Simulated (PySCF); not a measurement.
Work out the structure from these simulated measurements.

Formula: H6NOPSi.

| Quantity | Value |
| --- | --- |
| UV, strongest line | among the 10 lowest singlet transitions: S4 at 7.33 eV (169 nm, f = 0.330) [TDDFT CAM-B3LYP/def2-SVPD] |
| Rotational structure | rotational constants A, B, C: 5.767, 3.096, 2.259 GHz [PBE0-D3(BJ)/def2-SVP] |
| Triplet | lowest triplet excitation (Tamm–Dancoff): 5.56 eV [TDA CAM-B3LYP/def2-SVPD] |
| UV, first state | lowest singlet excitation: 6.34 eV (196 nm, f = 0.010) [TDDFT CAM-B3LYP/def2-SVPD] |
| 1H NMR | chemical shifts (computed TMS as zero) by class: 5.61 (1 H), 1.77 (2 H), 1.50 (2 H), 1.20 (1 H) ppm [GIAO KT2/pcSseg-2] |
| XPS | Si2p3/2 107.2, P2p3/2 136.2, N1s 404.8, O1s 538.3, Si1s 1847.3, P1s 2149.7 eV [ΔSCF SCAN, pcX-2 on the ionised atom, pcseg-1 elsewhere, spin-free X2C, 2p3/2 from a spin–orbit splitting computed afterwards within the 2p shell] |
| Valence photoelectron | vertical ionisation energy: 9.52 eV [ΔSCF CAM-B3LYP/def2-SVPD] |

Gas-phase values; electronic properties from PySCF, density fitting. Levels stand in brackets. Isolated species at its PBE0-D3(BJ)/def2-SVP geometry (one conformer only). NMR classes are plain means over equivalent atoms (diastereotopic ones count apart unless rotation or inversion swaps them), as if these changed places fast.

**Question.** What is the compound? Reason from the data.

**Answer.** Numbering: `[NH2:1][Si@@H:2]([OH:3])[PH2:4]`. Hydrogen classes from least to most shielded: 1 H on an oxygen-bound silicon, Si2 (5.61 ppm), 2 H on a three-coordinate phosphorus, P4 (1.77 ppm), 2 H on a silicon-bound nitrogen, N1 (1.50 ppm), 1 H on a silanol oxygen, O3 (1.20 ppm). The core levels belong to: Si2p3/2 107.2 eV, oxygen-bound silicon [Si2]; P2p3/2 136.2 eV, three-coordinate phosphorus [P4]; N1s 404.8 eV, silicon-bound nitrogen [N1]; O1s 538.3 eV, silanol oxygen [O3]; Si1s 1847.3 eV, oxygen-bound silicon [Si2]; P1s 2149.7 eV, three-coordinate phosphorus [P4]. The first electron is taken from the HOMO, whose largest Löwdin shares are 0.62 on the three-coordinate phosphorus, 0.15 on the oxygen-bound silicon and 0.06 on each of 2 atoms of one kind (P–H hydrogen). The optimised geometry has point group C1 and is an asymmetric top. Structure: `[Si@H](N)(O)P`. The assignments are read from this structure; whether some other isomer fits the data as well wasn't checked. The mirror image fits equally.

Conformer computed: `[NH2:1][Si@@H:2]([OH:3])[PH2:4]`: H–N1–Si2–O3 -83°, H–N1–Si2–O3 71°, H–O3–Si2–N1 59°, H–P4–Si2–N1 79°, H–P4–Si2–N1 174°.
